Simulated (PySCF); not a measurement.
C$_{3}$H$_{10}$BO$_{3}$ (SMILES COB(OC)[OH+]C), charge +1, singlet, at a GFN2-xTB geometry; TPSSH/3-21G (PySCF).

The PySCF input:
```python
from pyscf import gto, scf, dft

mol = gto.Mole()
mol.atom = '''
    C     0.15683431    2.53425652   -0.34785853
    O    -0.53708415    1.31730493   -0.09618469
    B    -0.12483788    0.08001048    0.00055359
    O    -0.80250431   -1.02543469    0.18071736
    C    -2.22288310   -1.16389613    0.26844763
    O     1.38032908   -0.19975549   -0.13585076
    C     1.90550999   -1.52900677    0.09327589
    H     0.84460794    2.42826681   -1.18766603
    H     0.69494662    2.85168721    0.54740565
    H    -0.59875153    3.27995768   -0.59103949
    H    -2.71528689   -0.19472882    0.22236326
    H    -2.44643146   -1.65871481    1.21278740
    H    -2.54765464   -1.79182191   -0.56050416
    H     1.94869990    0.47036884    0.27633700
    H     2.91138608   -1.57342308   -0.32151260
    H     1.91459255   -1.77025310    1.15555638
    H     1.25538843   -2.22643081   -0.42914037
'''
mol.basis = '3-21g'
mol.charge = 1
mol.verbose = 4
mol.build()

mf = dft.RKS(mol)
mf.xc = 'tpssh'
mf.kernel()
```

The log (banner, timings and long lists left out):

```
PySCF version 2.14.0

[INPUT] verbose = 4
[INPUT] num. atoms = 17
[INPUT] num. electrons = 56
[INPUT] charge = 1
[INPUT] spin (= nelec alpha-beta = 2S) = 0
[INPUT] symmetry False subgroup None
[INPUT] Mole.unit = angstrom
[INPUT] Symbol           X                Y                Z      unit          X                Y                Z       unit  Magmom
[INPUT]  1 C      0.156834310000   2.534256520000  -0.347858530000 AA    0.296373892835   4.789050752193  -0.657357351794 Bohr   0.0
[INPUT]  2 O     -0.537084150000   1.317304930000  -0.096184690000 AA   -1.014941949345   2.489345540239  -0.181762721476 Bohr   0.0
[INPUT]  3 B     -0.124837880000   0.080010480000   0.000553590000 AA   -0.235909403171   0.151197894295   0.001046133485 Bohr   0.0
[INPUT]  4 O     -0.802504310000  -1.025434690000   0.180717360000 AA   -1.516513359683  -1.937790722728   0.341506316354 Bohr   0.0
[INPUT]  5 C     -2.222883100000  -1.163896130000   0.268447630000 AA   -4.200640265924  -2.199444923141   0.507292499489 Bohr   0.0
[INPUT]  6 O      1.380329080000  -0.199755490000  -0.135850760000 AA    2.608443922973  -0.377483167978  -0.256720730214 Bohr   0.0
[INPUT]  7 C      1.905509990000  -1.529006770000   0.093275890000 AA    3.600892008723  -2.889404037906   0.176265886125 Bohr   0.0
[INPUT]  8 H      0.844607940000   2.428266810000  -1.187666030000 AA    1.596077689233   4.588759228271  -2.244363524149 Bohr   0.0
[INPUT]  9 H      0.694946620000   2.851687210000   0.547405650000 AA    1.313258782992   5.388907819825   1.034446757540 Bohr   0.0
[INPUT] 10 H     -0.598751530000   3.279957680000  -0.591039490000 AA   -1.131476408364   6.198221715364  -1.116902764903 Bohr   0.0
[INPUT] 11 H     -2.715286890000  -0.194728820000   0.222363260000 AA   -5.131148571722  -0.367984138360   0.420205661565 Bohr   0.0
[INPUT] 12 H     -2.446431460000  -1.658714810000   1.212787400000 AA   -4.623085441920  -3.134516709660   2.291836033323 Bohr   0.0
[INPUT] 13 H     -2.547654640000  -1.791821910000  -0.560504160000 AA   -4.814369529577  -3.386052673895  -1.059199354079 Bohr   0.0
[INPUT] 14 H      1.948699900000   0.470368840000   0.276337000000 AA    3.682509109967   0.888868285129   0.522201248084 Bohr   0.0
[INPUT] 15 H      2.911386080000  -1.573423080000  -0.321512600000 AA    5.501722334071  -2.973338699270  -0.607570759597 Bohr   0.0
[INPUT] 16 H      1.914592550000  -1.770253100000   1.155556380000 AA    3.618055559633  -3.345293530162   2.183685079694 Bohr   0.0
[INPUT] 17 H      1.255388430000  -2.226430810000  -0.429140370000 AA    2.372340312648  -4.207344466194  -0.810957768295 Bohr   0.0

nuclear repulsion = 325.201855356381
number of shells = 55
number of NR pGTOs = 135
number of NR cGTOs = 83
basis = 3-21g
ecp = {}

******** <class 'pyscf.dft.rks.RKS'> ********
method = RKS
initial guess = minao
damping factor = 0
level_shift factor = 0
DIIS = <class 'pyscf.scf.diis.CDIIS'>
diis_start_cycle = 1
diis_space = 8
diis_damp = 0
SCF conv_tol = 1e-09
SCF conv_tol_grad = None
SCF max_cycles = 50
direct_scf = True
direct_scf_tol = 1e-13
XC library pyscf.dft.libxc version 7.1.2
    S. Lehtola, C. Steigemann, M. J. T. Oliveira, and M. A. L. Marques,  SoftwareX 7, 1–5 (2018)
XC functionals = tpssh
    V. N. Staroverov, G. E. Scuseria, J. Tao, and J. P. Perdew,  J. Chem. Phys. 119, 12129 (2003)
radial grids:
    Treutler-Ahlrichs [JCP 102, 346 (1995); DOI:10.1063/1.469408] (M4) radial grids

becke partition: Becke, JCP 88, 2547 (1988); DOI:10.1063/1.454033
pruning grids: <function nwchem_prune>
grids dens level: 3
symmetrized grids: False
atomic radii adjust function: <function treutler_atomic_radii_adjust>
small_rho_cutoff = 0
Set gradient conv threshold to 3.16228e-05
Initial guess from minao.
tot grids = 196728
init E= -369.506327354098
  HOMO = -0.373636466455061  LUMO = -0.0240711780278926  gap/eV = 9.51216
cycle= 1 E= -368.597471493526  delta_E= 0.909  |g|= 0.747  |ddm|= 3.58
  HOMO = -0.338584030590207  LUMO = -0.172267383865666  gap/eV = 4.52571
cycle= 2 E= -368.462492743631  delta_E= 0.135  |g|= 1.14  |ddm|= 1.31
  HOMO = -0.447591087117463  LUMO = -0.161904763526895  gap/eV = 7.77392
cycle= 3 E= -368.697189052019  delta_E= -0.235  |g|= 0.0931  |ddm|= 0.857
  HOMO = -0.440838854129946  LUMO = -0.161135247075249  gap/eV = 7.61112
cycle= 4 E= -368.698324126537  delta_E= -0.00114  |g|= 0.05  |ddm|= 0.0831
  HOMO = -0.440217575717786  LUMO = -0.156660686989982  gap/eV = 7.71598
cycle= 5 E= -368.698741290518  delta_E= -0.000417  |g|= 0.00488  |ddm|= 0.0334
  HOMO = -0.440187602940198  LUMO = -0.157174253875164  gap/eV = 7.70119
cycle= 6 E= -368.698745114195  delta_E= -3.82e-06  |g|= 0.00324  |ddm|= 0.00638
  HOMO = -0.440256224653791  LUMO = -0.15729726879802  gap/eV = 7.69971
cycle= 7 E= -368.698747054257  delta_E= -1.94e-06  |g|= 0.000692  |ddm|= 0.00257
  HOMO = -0.440269336314044  LUMO = -0.157287934476876  gap/eV = 7.70032
cycle= 8 E= -368.698747147092  delta_E= -9.28e-08  |g|= 0.000163  |ddm|= 0.000604
  HOMO = -0.440275188106188  LUMO = -0.157272715984813  gap/eV = 7.70089
cycle= 9 E= -368.698747153322  delta_E= -6.23e-09  |g|= 1.38e-05  |ddm|= 0.000155
  HOMO = -0.440277328629807  LUMO = -0.157273525136842  gap/eV = 7.70093
cycle= 10 E= -368.698747153372  delta_E= -5.05e-11  |g|= 4.84e-06  |ddm|= 1.91e-05
  HOMO = -0.440276531978987  LUMO = -0.157273635273574  gap/eV = 7.70090
Extra cycle  E= -368.698747153369  delta_E= 3.52e-12  |g|= 5e-06  |ddm|= 8.71e-06
converged SCF energy = -368.698747153369
```
